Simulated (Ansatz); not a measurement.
# Ligand exchange: InH2Cl + MgH(SH) → InH2(SH) + MgHCl

Species: InH2Cl `[Cl][InH2]`, singlet; MgH(SH), singlet; InH2(SH), singlet; MgHCl `[MgH][Cl]`, singlet. The partners trade Cl for SH: In–Cl and Mg–SH bonds give way to In–SH and Mg–Cl.

Shapes, held fixed at every level: PBE0-D4/def2-TZVP. Programs: Ansatz 0.2.0. The zero-point and thermal change to 298 K, harmonic and unscaled (PBE0-D4/def2-TZVP), is +2.3 kJ/mol.

```json
{"level": "HF/def2-TZVPP", "kind": "Hartree–Fock", "ΔH(298 K) (kJ/mol)": "-35.9", "less CCSD(T)/def2-TZVPP": "+3.1"}
{"level": "PBE-D4/def2-TZVPP", "kind": "GGA", "ΔH(298 K) (kJ/mol)": "-37.7", "less CCSD(T)/def2-TZVPP": "+1.3"}
{"level": "B3LYP-D4/def2-TZVPP", "kind": "global hybrid", "ΔH(298 K) (kJ/mol)": "-38.6", "less CCSD(T)/def2-TZVPP": "+0.4"}
{"level": "r2SCAN0-D4/def2-TZVPP", "kind": "global hybrid", "ΔH(298 K) (kJ/mol)": "-39.5", "less CCSD(T)/def2-TZVPP": "-0.5"}
{"level": "MP2/def2-SVP", "kind": "perturbation theory", "ΔH(298 K) (kJ/mol)": "-42.5", "less CCSD(T)/def2-TZVPP": "-3.5"}
{"level": "MP2/def2-TZVPP", "kind": "perturbation theory", "ΔH(298 K) (kJ/mol)": "-41.1", "less CCSD(T)/def2-TZVPP": "-2.1"}
{"level": "CCSD/def2-SVP", "kind": "coupled cluster or CI", "ΔH(298 K) (kJ/mol)": "-41.8", "less CCSD(T)/def2-TZVPP": "-2.8"}
{"level": "CCSD(T)/def2-TZVPP", "kind": "coupled cluster or CI", "ΔH(298 K) (kJ/mol)": "-39.0", "less CCSD(T)/def2-TZVPP": "0.0"}
```

The highest level, CCSD(T)/def2-TZVPP, gives ΔH(298 K) = -39.0 kJ/mol; the levels span -42.5 to -35.9. The column of differences is taken from that level and isn't an error. No measured value is set beside it here. For atoms past krypton def2 sets carry core potentials with scalar relativity. Outer-core shells of In, Mg are correlated in most correlated rows, in sets that cover them unevenly.
